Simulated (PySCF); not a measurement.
## Correlation energy of Yb⁵⁴⁺ (ytterbium, charge +54)

[Ne] 3s2 3p4, high-spin 3P determinant. Computed with PySCF 2.14 in an uncontracted even-tempered set (16 s from 13 bohr⁻², ratio 2.5; 10 p from 17 bohr⁻², ratio 2.5; 4 d from 69 bohr⁻², ratio 2.7; 4 f from 100 bohr⁻², ratio 2.7), with the non-relativistic Hamiltonian (point nucleus). Frozen: 1s2; 14 electrons correlated; the 17 highest virtual orbitals of each spin left out.

```json
{"level": "CCSD", "correlation energy (mhartree)": "-579.57"}
{"level": "(T)", "correlation energy (mhartree)": "-0.94"}
{"level": "CCSD(T)", "correlation energy (mhartree)": "-580.51"}
```

Diagnostics: T1 = 0.00050, D1 = 0.0024, largest double amplitude 0.019.

Question: Is a single reference adequate?

Answer: Yes, within this model without spin-orbit coupling: T1 lies below 0.03 and no double amplitude reaches 0.07.

At this charge a non-relativistic calculation is a model, useful for the Z dependence of the correlation energy.

Spin-orbit coupling is strong in this species, so the high-spin LS determinant is a model state.
